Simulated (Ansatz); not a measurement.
The same path of CH₄OSSi (8 atoms, charge 0, multiplicity 1) was run twice with different band settings. The coordinate that changes most is the dihedral H7–C1–S2–Si3.

Method: Ansatz, RKS PBE-D4/def2-SVP.

Relaxed end points:

```xyz
8
Properties=species:S:1:pos:R:3
C 0.712 0.536 -0.589
S -0.208 -0.851 -1.361
Si -1.510 -1.640 0.224
O -1.153 -0.651 1.545
H 1.306 0.193 0.283
H 1.413 0.933 -1.346
H 0.029 1.356 -0.286
H -0.496 0.068 1.474
```

```xyz
8
Properties=species:S:1:pos:R:3
C 0.851 0.416 -0.492
S 0.184 -1.183 -1.095
Si -1.521 -1.630 0.218
O -1.550 -0.313 1.274
H 1.732 0.665 -1.114
H 0.109 1.233 -0.604
H 1.185 0.347 0.563
H -0.897 0.409 1.194
```

Common settings: movable images 5; climbing image yes; spring 5.0 eV/Å²; optimiser quadratic models (default); start path through a guess of the saddle point; iteration limit 60; end points relaxed.

| run | force threshold |
| --- | --- |
| 1 | 0.03 eV/Å |
| 2 | 0.2 eV/Å |

(1) What does each run give, and how far can it be trusted?

Results:

(1) Run 1: converged after 40 iterations, highest image 0.028 eV above the first end. The profile has 2 maxima (images 3, 5) with wells between them (image 4): this band takes more than one step, which may be the mechanism or a detour left from its start path. A vibrational analysis at the climbing image gives one clearly imaginary mode, 128i cm⁻¹: a first-order saddle point.
Run 2: converged after 29 iterations, highest image 0.028 eV above the first end. The threshold of 0.2 eV/Å is loose, so the images may lie well off the minimum-energy path. Another band between the same ends (5 images) ends at a top of the same energy, where a vibrational analysis finds 1 clearly imaginary mode.
